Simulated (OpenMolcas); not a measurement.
Ti3+: moving the ligands

Ti3+ with 3 ligands (ammonia) in trigonal planar coordination (C3h) at 1.9 Å. Ligand basis ANO-RCC-VDZP.

```json
{
  "Program": "OpenMolcas",
  "Method": "CASSCF",
  "Basis": "ANO-RCC-VDZP [5s4p2d1f]",
  "Scalar Hamiltonian": "DKH2, point nucleus",
  "Active space": "1 electron in 5 orbitals (3d)",
  "State averaging": "2S+1 = 2 even, 5 roots",
  "Spin-orbit coupling": "state interaction with AMFI integrals over the reference wave functions"
}
```

Runs around this geometry, states. Energies in cm-1 above the lowest state or level, χT in cm3 K/mol.

```json
{"R (Å)": "1.8", "Ground state": "2S+1 = 2", "First state of that spin": "279.0", "First gap with spin-orbit (degeneracies)": "177.0 (2, 2)", "χT at 300 K": "0.481"}
{"R (Å)": "1.9", "Ground state": "2S+1 = 2", "First state of that spin": "817.5", "First gap with spin-orbit (degeneracies)": "153.9 (2, 2)", "χT at 300 K": "0.452"}
{"R (Å)": "2.03", "Ground state": "2S+1 = 2", "First state of that spin": "1052", "First gap with spin-orbit (degeneracies)": "154.3 (2, 2)", "χT at 300 K": "0.448"}
```

An orbital doublet at a regular site is open to a Jahn-Teller distortion, which this geometry leaves out. Ligand-to-metal charge-transfer states are missing. With metal d orbitals alone the field can be off either way by tens of per cent. The least metal-like active orbital is 74 % on the metal (Löwdin) and no ligand orbital is active, so the numbers are rough (holds for R = 1.8). The least metal-like active orbital is 79 % on the metal (Löwdin) and no ligand orbital is active, so the numbers are rough (holds for R = 1.9). The least metal-like active orbital is 84 % on the metal (Löwdin) and no ligand orbital is active, so the numbers are rough (holds for R = 2.03). No measured value stands beside these numbers; the geometry is a model, was not optimised and need not be the one that this ion takes.

A state without a sure symmetry label is named by its multiplicity alone.
